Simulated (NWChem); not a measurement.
Program: NWChem. System: H5AlOS, charge 0, spin multiplicity 1, at a geometry optimised with PBE0/def2-SVP. The structure started from a generated list of species. Level: G0W0@PBE0/def2-SVPD, RI basis def2-svpd-rifit.

Job file:

```
start mol
memory heap 200 mb stack 700 mb global 1700 mb
geometry units angstroms nocenter noautoz noautosym
  Al     0.242222     0.769042     0.841138
  H     -0.397960     0.326617     2.233914
  H      1.800573     1.040092     0.661074
  O     -0.792758     1.529551    -0.328592
  H     -1.656712     1.878371    -0.102507
  S      0.172125    -1.472284    -0.532132
  H     -0.601059    -0.714269    -1.347040
  H      1.294333    -1.208227    -1.237374
end
basis spherical
  * library def2-svpd
end
basis "ri basis" bse spherical
  * library def2-svpd-rifit
end
dft
  xc pbe0
  iterations 100
  direct
  tolerances tight
end
task dft energy
gw
  states alpha occ 4 vir 2
end
task dft gw
```

Part of the output:

```
             Northwest Computational Chemistry Package (NWChem) 7.3.0
             --------------------------------------------------------

                                NWChem Input Module
                                -------------------

 Scaling coordinates for geometry "geometry" by  1.889725989
 (inverse scale =  0.529177249)

                             Geometry "geometry" -> ""
                             -------------------------

 Output coordinates in angstroms (scale by  1.889725989 to convert to a.u.)

  No.       Tag          Charge          X              Y              Z
 ---- ---------------- ---------- -------------- -------------- --------------
    1 Al                  13.0000     0.24222200     0.76904200     0.84113800
    2 H                    1.0000    -0.39796000     0.32661700     2.23391400
    3 H                    1.0000     1.80057300     1.04009200     0.66107400
    4 O                    8.0000    -0.79275800     1.52955100    -0.32859200
    5 H                    1.0000    -1.65671200     1.87837100    -0.10250700
    6 S                   16.0000     0.17212500    -1.47228400    -0.53213200
    7 H                    1.0000    -0.60105900    -0.71426900    -1.34704000
    8 H                    1.0000     1.29433300    -1.20822700    -1.23737400

 Effective nuclear repulsion energy (a.u.)     143.0507373978

            Nuclear Dipole moment (a.u.)
            ----------------------------
        X                 Y               Z
 ---------------- ---------------- ----------------
    -0.0000056692    -0.0000113384     0.0000245664


 Summary of "ao basis" -> "" (spherical)
 ------------------------------------------------------------------------------
       Tag                 Description            Shells   Functions and Types
 ---------------- ------------------------------  ------  ---------------------
 *                         def2-svpd                  on all atoms

 new library libraries.bse/

 Summary of "ri basis" -> "" (spherical)
 ------------------------------------------------------------------------------
       Tag                 Description            Shells   Functions and Types
 ---------------- ------------------------------  ------  ---------------------
 *                      def2-svpd-rifit               on all atoms

                                 NWChem DFT Module
                                 -----------------

 Summary of "ao basis" -> "ao basis" (spherical)
 ------------------------------------------------------------------------------
       Tag                 Description            Shells   Functions and Types
 ---------------- ------------------------------  ------  ---------------------
 Al                        def2-svpd                10       24   5s3p2d
 H                         def2-svpd                 4        8   2s2p
 O                         def2-svpd                 9       23   4s3p2d
 S                         def2-svpd                11       27   5s4p2d

 Summary of "ao basis" -> "ao basis" (spherical)
 ------------------------------------------------------------------------------
       Tag                 Description            Shells   Functions and Types
 ---------------- ------------------------------  ------  ---------------------
 Al                        def2-svpd                10       24   5s3p2d
 H                         def2-svpd                 4        8   2s2p
 O                         def2-svpd                 9       23   4s3p2d
 S                         def2-svpd                11       27   5s4p2d

            General Information
            -------------------
          SCF calculation type: DFT
          Wavefunction type:  closed shell.
          No. of atoms     :     8
          No. of electrons :    42
           Alpha electrons :    21
            Beta electrons :    21
          Charge           :     0
          Spin multiplicity:     1
          Use of symmetry is: off; symmetry adaption is: off
          Maximum number of iterations: 100
          This is a Direct SCF calculation.
          AO basis - number of functions:   114
                     number of shells:    50
          Convergence on energy requested:  1.00D-06
          Convergence on density requested:  1.00D-05
          Convergence on gradient requested:  5.00D-04

              XC Information
              --------------
                         PBE0 Method XC Functional
                     Hartree-Fock (Exact) Exchange  0.250
          PerdewBurkeErnzerhof Exchange Functional  0.750
            Perdew 1991 LDA Correlation Functional  1.000 local
           PerdewBurkeErnz. Correlation Functional  1.000 non-local

             Grid Information
             ----------------
          Grid used for XC integration:  medium
          Radial quadrature: Mura-Knowles
          Angular quadrature: Lebedev.
          Tag              B.-S. Rad. Rad. Pts. Rad. Cut. Ang. Pts.
          ---              ---------- --------- --------- ---------
          Al                  1.25       88          12.0       590
          H                   0.35       45          13.0       434
          O                   0.60       49          12.0       434
          S                   1.00       88          13.0       590
          Grid pruning is: on
          Number of quadrature shells:   450
          Spatial weights used:  Erf1

          Convergence Information
          -----------------------
          Convergence aids based upon iterative change in
          total energy or number of iterations.
          Levelshifting, if invoked, occurs when the
[...]
          HOMO/LUMO gap drops below (HL_TOL):  1.00D-02
          DIIS, if invoked, will attempt to extrapolate
          using up to (NFOCK): 10 stored Fock matrices.

                    Damping( 0%)  Levelshifting(0.5)       DIIS
                  --------------- ------------------- ---------------
          dE  on:    start            ASAP                start
          dE off:    2 iters        100 iters           100 iters

      Screening Tolerance Information
      -------------------------------
          Density screening/tol_rho:  1.00D-10
          AO Gaussian exp screening on grid/accAOfunc:  14
          CD Gaussian exp screening on grid/accCDfunc:  20
          XC Gaussian exp screening on grid/accXCfunc:  20
          Schwarz screening/accCoul:  1.00D-08

      Superposition of Atomic Density Guess
      -------------------------------------

 Sum of atomic energies:        -716.33403257

      Non-variational initial energy
      ------------------------------

 Total energy =    -716.942977
 1-e energy   =   -1275.543712
 2-e energy   =     415.549998
 HOMO         =      -0.342266
 LUMO         =       0.021450

   convergence    iter        energy       DeltaE   RMS-Dens  Diis-err    time
 ---------------- ----- ----------------- --------- --------- ---------  ------
 d= 0,ls=0.0,diis     1   -718.2248922308 -8.61D+02  1.84D-02  7.16D-01     1.5
 d= 0,ls=0.0,diis     2   -718.1286380793  9.63D-02  9.16D-03  1.79D+00     2.7
 d= 0,ls=0.0,diis     3   -718.3071119562 -1.78D-01  1.13D-03  2.08D-02     3.9
 d= 0,ls=0.0,diis     4   -718.3092950388 -2.18D-03  2.73D-04  1.01D-03     5.1
 d= 0,ls=0.0,diis     5   -718.3094664110 -1.71D-04  6.85D-05  3.19D-05     6.2
 d= 0,ls=0.0,diis     6   -718.3094712327 -4.82D-06  2.17D-05  3.23D-06     7.4
 d= 0,ls=0.0,diis     7   -718.3094717095 -4.77D-07  3.99D-06  1.35D-07     8.6

         Total DFT energy =     -718.309471709505
      One electron energy =    -1278.321401876612
           Coulomb energy =      471.379316402818
    Exchange-Corr. energy =      -54.418123633503
 Nuclear repulsion energy =      143.050737397793

 Numeric. integr. density =       41.999985498330

     Total iterative time =      8.3s

                       DFT Final Molecular Orbital Analysis
                       ------------------------------------

 Vector   19  Occ=2.000000D+00  E=-3.325219D-01
              MO Center= -9.8D-02,  1.3D+00,  1.4D-02, r^2= 2.4D+00
   Bfn.  Coefficient  Atom+Function         Bfn.  Coefficient  Atom+Function
  ----- ------------  ---------------      ----- ------------  ---------------
    46      0.429786  4 O  py                49      0.298620  4 O  py
    33      0.218956  3 H  s                 47     -0.200757  4 O  pz
    44      0.185211  4 O  s                  9      0.160655  1 Al px
    45      0.143803  4 O  px                34      0.132828  3 H  s
    50     -0.126891  4 O  pz                48      0.112155  4 O  px

 Vector   20  Occ=2.000000D+00  E=-3.054093D-01
              MO Center= -2.8D-01,  2.9D-01,  2.8D-01, r^2= 4.2D+00
   Bfn.  Coefficient  Atom+Function         Bfn.  Coefficient  Atom+Function
  ----- ------------  ---------------      ----- ------------  ---------------
    84      0.335663  6 S  py                47      0.282830  4 O  pz
    46      0.248424  4 O  py                25     -0.229703  2 H  s
    81      0.227845  6 S  py                50      0.193127  4 O  pz
    85      0.189939  6 S  pz                49      0.184238  4 O  py
    26     -0.142598  2 H  s                 82      0.135624  6 S  pz

 Vector   21  Occ=2.000000D+00  E=-2.821537D-01
              MO Center=  4.5D-01,  7.6D-01,  9.6D-01, r^2= 3.4D+00
   Bfn.  Coefficient  Atom+Function         Bfn.  Coefficient  Atom+Function
  ----- ------------  ---------------      ----- ------------  ---------------
    33     -0.307913  3 H  s                 25      0.281022  2 H  s
    46      0.207218  4 O  py                34     -0.204938  3 H  s
    44      0.194924  4 O  s                 26      0.189597  2 H  s
     9     -0.155696  1 Al px                49      0.155635  4 O  py
    14      0.143689  1 Al pz                84      0.130254  6 S  py

 Vector   22  Occ=0.000000D+00  E=-1.862730D-02
              MO Center=  4.3D-01, -1.1D+00, -7.1D-01, r^2= 5.4D+00
   Bfn.  Coefficient  Atom+Function         Bfn.  Coefficient  Atom+Function
  ----- ------------  ---------------      ----- ------------  ---------------
     4      0.763160  1 Al s                 76     -0.708611  6 S  s
     5     -0.456652  1 Al s                 83      0.352224  6 S  px
   107     -0.273728  8 H  s                 74      0.251257  6 S  s
    80      0.218915  6 S  px               100      0.212045  7 H  s
    44     -0.184202  4 O  s                 88      0.173256  6 S  pz

 Vector   23  Occ=0.000000D+00  E=-9.448929D-03
              MO Center=  1.3D-01, -1.2D+00, -7.8D-01, r^2= 6.0D+00
   Bfn.  Coefficient  Atom+Function         Bfn.  Coefficient  Atom+Function
  ----- ------------  ---------------      ----- ------------  ---------------
     5      0.797914  1 Al s                 76      0.545285  6 S  s
    44     -0.494185  4 O  s                  4     -0.323242  1 Al s
    83      0.302773  6 S  px                99      0.293448  7 H  s
    74     -0.272257  6 S  s                100      0.253431  7 H  s
    13      0.243458  1 Al py               108     -0.225499  8 H  s

 Vector   24  Occ=0.000000D+00  E= 3.957439D-03
              MO Center= -1.0D-01,  1.3D+00,  9.8D-01, r^2= 7.9D+00
   Bfn.  Coefficient  Atom+Function         Bfn.  Coefficient  Atom+Function
  ----- ------------  ---------------      ----- ------------  ---------------
     5      1.449689  1 Al s                  4     -1.192611  1 Al s
    76     -0.630297  6 S  s                 44      0.556938  4 O  s
    65     -0.266872  5 H  s                 13      0.251941  1 Al py
    21      0.241345  1 Al d -1              10      0.233619  1 Al py
    51     -0.202102  4 O  px                86     -0.182034  6 S  px

 center of mass
 --------------
 x =  -0.00469590 y =  -0.01238117 z =   0.01501933

 moments of inertia (a.u.)
 ------------------
         600.418645937309          89.260831415001         -22.903745276661
          89.260831415001         212.639404717282        -136.335617309292
         -22.903745276661        -136.335617309292         536.533761209528

     Multipole analysis of the density
     ---------------------------------

     L   x y z        total         alpha         beta         nuclear
     -   - - -        -----         -----         ----         -------
     0   0 0 0     -0.000000    -21.000000    -21.000000     42.000000

     1   1 0 0     -0.237630     -0.118812     -0.118812     -0.000006
     1   0 1 0     -0.673876     -0.336932     -0.336932     -0.000011
     1   0 0 1     -0.606591     -0.303308     -0.303308      0.000025

     2   2 0 0    -24.024985    -37.806617    -37.806617     51.588250
     2   1 1 0     -2.862993     23.275312     23.275312    -49.413616
     2   1 0 1     -0.841839     -5.681655     -5.681655     10.521471
     2   0 2 0    -25.830509   -133.926850   -133.926850    242.023192
     2   0 1 1      2.262304    -35.660746    -35.660746     73.583796
     2   0 0 2    -26.860239    -55.167993    -55.167993     83.475747

 Task  times  cpu:        8.6s     wall:        8.6s

                                NWChem Input Module
                                -------------------

                                 NWChem GW Module
                                 ----------------

                             ***********************
                             ***        GW       ***
                             ***********************

 Summary of "ri basis" -> "ri basis" (spherical)
 ------------------------------------------------------------------------------
       Tag                 Description            Shells   Functions and Types
 ---------------- ------------------------------  ------  ---------------------
 Al                     def2-svpd-rifit             24       78   9s6p6d3f
 H                      def2-svpd-rifit              9       23   4s3p2d
 O                      def2-svpd-rifit             20       64   7s6p5d2f
 S                      def2-svpd-rifit             24       78   9s6p6d3f

                 Memory Information
                 ------------------
          Available GA per process is          1699.9 MBs
          Available stack per process is        700.0 MBs
          Available heap per process is           0.0 MBs

          Peak memory in Initialization
              Peak GA per process is                  7.6 MBs
              Peak stack per process is               0.1 MBs
              Peak heap per process is                7.9 MBs
              Memory not in MA per process            0.0 MBs

          Peak memory in AFF Calculation
              Peak GA per process is                 40.7 MBs
              Peak stack per process is              29.1 MBs
              Peak heap per process is                0.0 MBs
              Memory not in MA per process           29.1 MBs

          Computing 2-center integrals
          Computing Inverse Cholesky factor
          Computing 3-center integrals
          Computing V_xc ...

          Computing Sigma_x
          Computing RPA polarizability
          Solving quasiparticle equations

                  Alpha Orbitals
          State     Energy (eV)     Error (eV)
          -----------------------------------
@GW        18        -11.385           0.004
@GW        19        -11.011           0.004
@GW        20        -10.176           0.004
@GW        21         -9.844           0.005
@GW        22          1.581           0.004
@GW        23          1.693           0.004

   Applying  -2.1667 eV scissor-shift to rest of particle states

   Applying   2.0876 eV scissor-shift to rest of hole states

     GW Timing Statistics
   ------------------------
   Init.   :          0.0s
     ERIs  :          0.5s
     Distr.:          0.0s
     Vxc   :          1.2s
   Sigma_x :          0.0s
   RPA     :          1.3s
   Wmn     :          0.0s
   Sigma_c :          0.0s
   GW total:          3.1s

 Task  times  cpu:        3.1s     wall:        3.1s

 Total times  cpu:       11.7s     wall:       11.7s
```
